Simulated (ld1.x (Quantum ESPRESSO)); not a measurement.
# cobalt (Co): one change to an RRKJ potential, before and after

- Element: cobalt
- Generator: ld1.x (Quantum ESPRESSO) 7.5
- Type: norm-conserving RRKJ (Kleinman–Bylander form)
- Functional: LDA (PZ)
- Relativity: scalar-relativistic
- Frozen core: [Ne] 3s2
- Valence charge: 15
- Reference configuration: 3p6 3d7 4s2 4p0
- Partial waves: 3p (bound): rc 1.25 bohr; 3d (bound): rc 1.30 bohr; 4s (bound): rc 1.60 bohr
- Local potential: the s channel
- Core correction: a·sin(br)/r model core, default radius (core density twice the valence density)
- rho0: 0.01

Change: fully relativistic.

Cutoffs: the cutoffs (Ry, on a coarse ladder) from which the occupation-weighted sum of valence levels, in a spherical-Bessel basis at the reference potential, stays within 10 and 1 mRy of its value at 400 Ry; they do not see the model core or the augmentation charge, which bear on the density cutoff. Errors are all-electron minus pseudo energies relative to the spin-unpolarised reference configuration.

Question: How do hardness, ghosts and transferability respond?

Answer: The potential gets neither clearly harder nor softer (110 Ry and 160 Ry → 110 Ry and 160 Ry); the d channel sets the loose cutoff, while the largest relative change is in p, which becomes harder; the number of tests that count goes from 9 to 7; of the 7 tests that both files solve, the error grows in 0 and shrinks in 1 by more than 15 % and 0.3 meV (median size 216.3 → 214.5 meV); neither file shows a bound ghost at the reference potential, the only one tested.

```csv
quantity,base,changed
"cutoff, loose",110 Ry,110 Ry
"cutoff, tight",160 Ry,160 Ry
loose cutoff by channel (10 mRy a level),"p 60 Ry, d 90 Ry, s 21 Ry","p 70 Ry, d 90 Ry, s 21 Ry"
bound ghosts,none,none
"error for 3p6 3d7 4s1 4p0, meV [ΔE 9.30 eV]",-2.3,-1.3
"error for 3p6 3d7 4s0 4p0, meV [ΔE 26.38 eV]",-21,-18
"error for 3p6 3d6 4s0 4p0, meV [ΔE 62.57 eV]",-263,-257
"error for 3p6 3d7.5 4s1.5 4p0, meV [ΔE -0.98 eV]",-40,-39
"error for 3p6 3d7 4s0 4p2, meV [ΔE 9.14 eV]",-1541,-1540
"error for 3p6 3d8 4s0 4p0, meV [ΔE 6.71 eV]",-216,-215
"error for 3p5 3d7 4s2 4p0, meV [ΔE 73.42 → 73.44 eV]",-430,-405
s: phases at 1.75 bohr within 0.05 rad from the reference energy up to (Ry; the scan ends near 5),0.5,0.5
```

Base: These tests converged, but a pseudo level misses the all-electron one widely, so the file describes the atom poorly there or has found another state: 3p6 3d6 4s0 4p0: empty 4p by 2.9 eV (a node warning on the way). Changed file: These tests converged, but a pseudo level misses the all-electron one widely, so the file describes the atom poorly there or has found another state: 3p6 3d6 4s0 4p0: empty 4p by 3.0 eV (a node warning on the way).
